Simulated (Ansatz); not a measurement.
```yaml
crystal:
  periodic: [false, false, false]
  atoms:
    - {symbol: O, position_ang: [-2.316424, 3.110819, -1.377685]}
    - {symbol: B, position_ang: [0.507173, 2.226582, -1.553868]}
    - {symbol: Sn, position_ang: [1.564858, -2.008623, 0.849016]}
    - {symbol: O, position_ang: [-2.106989, -3.381966, 2.751501]}
    - {symbol: H, position_ang: [-2.732442, 4.915138, -2.407080]}
    - {symbol: H, position_ang: [2.269633, 3.653961, -2.915732]}
    - {symbol: H, position_ang: [2.663990, -4.858783, -1.356341]}
    - {symbol: H, position_ang: [4.057004, -1.679356, 3.653957]}
    - {symbol: H, position_ang: [-3.712104, -2.079634, 2.318615]}
basis:
  gaussian: {orbitals: def2-SVPD, final_grid: {core_spheres: 20, valence_spheres: 16, degree: 47}}
hamiltonian: {xc: {name: revPBE}, dispersion: d4}
output: {forces: true}
```

```sh
$ ansatz run in.yaml --threads 4 --pin off --events-out ev --progress --plain --max-ram 10444MiB
```

Shortened log:

```
Functional definition: revPBE
1202 factors; their error is unknown
mean field evaluation 1: about -10595.8058 eV, gradient 1.3e2 eV
mean field evaluation 2: about -9806.4680 eV, gradient 1.7e2 eV
mean field evaluation 4: about -10318.5235 eV, gradient 2.5e2 eV
mean field evaluation 8: about -10649.4399 eV, gradient 1.4e1 eV
mean field evaluation 16: about -10650.4184 eV, gradient 3.9e0 eV
mean field evaluation 32: about -10645.6203 eV, gradient 3.2e1 eV
mean field evaluation 64: about -10649.1047 eV, gradient 2.0e1 eV
mean field evaluation 96: about -10638.2068 eV, gradient 3.6e1 eV
mean field evaluation 128: about -10649.2619 eV, gradient 7.2e0 eV
mean field evaluation 160: about -10650.5005 eV, gradient 3.8e-6 eV
mean field -10650.50101447 eV, -391.3986931129 hartree, gradient 1.6e-5 eV, S^2 0.000000; 10 other end points of the search recorded, 0 dependent functions left out
reference -10650.50111482 eV, -391.3986968008 hartree; 24, 24 occupied and 114, 114 virtual orbitals, 1202 factors
Total energy: -10650.69844638 eV, -391.4059486016 hartree
Atom 0 at    -2.316424     3.110819    -1.377685 Å, force     0.498950     1.995845    -1.329907 eV/Å
Atom 1 at     0.507173     2.226582    -1.553868 Å, force    -0.239055     0.948849    -0.592049 eV/Å
Atom 2 at     1.564858    -2.008623     0.849016 Å, force     0.310216    -0.554118     0.275379 eV/Å
Atom 3 at    -2.106989    -3.381966     2.751501 Å, force    -1.777746     1.863875    -0.751159 eV/Å
Atom 4 at    -2.732442     4.915138    -2.407080 Å, force     0.628349    -2.392166     1.310219 eV/Å
Atom 5 at     2.269633     3.653961    -2.915732 Å, force    -0.851258    -0.649259     0.662335 eV/Å
Atom 6 at     2.663990    -4.858783    -1.356341 Å, force    -0.233715     0.585131     0.446799 eV/Å
Atom 7 at     4.057004    -1.679356     3.653957 Å, force    -0.516174    -0.065055    -0.576078 eV/Å
Atom 8 at    -3.712104    -2.079634     2.318615 Å, force     2.180433    -1.733100     0.554461 eV/Å
Dipole moment:     0.821697     0.230313    -0.377197 e Å
```

Problem. Something in this input is off. What?

Solution. The geometry is stretched to more than twice its size. Self-consistency was reached. The result belongs to that input, not to the molecule as meant.
